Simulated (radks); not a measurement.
The numbers below are computed, except where a source is named.
Species: Se V. Configuration: [Ar] 3d9.75 4s2 4f0.25 (fractional occupations, a model configuration). Code: a radial shooting solver on a logarithmic mesh with Libxc functionals. Model: scalar-relativistic Kohn-Sham, r2SCAN, spin-polarised, spherical densities, finite nucleus; open shells are filled with parallel spins first; meta-GGA in the generalised Kohn-Sham scheme; Fermi nuclear charge, rms radius 4.14 fm. Some entries of the table are withheld. Estimate them.

orbital,occ.,eigenvalue (eV),<r> (bohr),<1/r> (bohr^-1)
1s down,1,-12597.49,0.04409,34.56
1s up,1,-12597.49,0.04409,34.56
2s up,1,-1679.097,0.1957,7.649
2s down,1,-1678.775,0.1957,7.650
2p up,3,-1481.841,0.1711,7.475
2p down,3,-1481.603,0.1711,7.476
3s up,1,-276.4064,0.5711,2.500
3s down,1,-275.9264,0.5713,2.499
3p up,3,-213.8333,(1),2.347
3p down,3,-213.3477,(2),2.345
3d up,5,-110.8914,0.6167,2.058
3d down,4.75,-110.3775,0.6173,2.056
4s down,1,(3),1.572,0.8442
4s up,1,(4),1.571,0.8455
4f up,0.25,-17.0173,3.675,0.3125

Answer. 
(1) 3p up <r> (bohr): 0.5858
(2) 3p down <r> (bohr): 0.5861
(3) 4s down eigenvalue (eV): -64.2558
(4) 4s up eigenvalue (eV): -64.2155
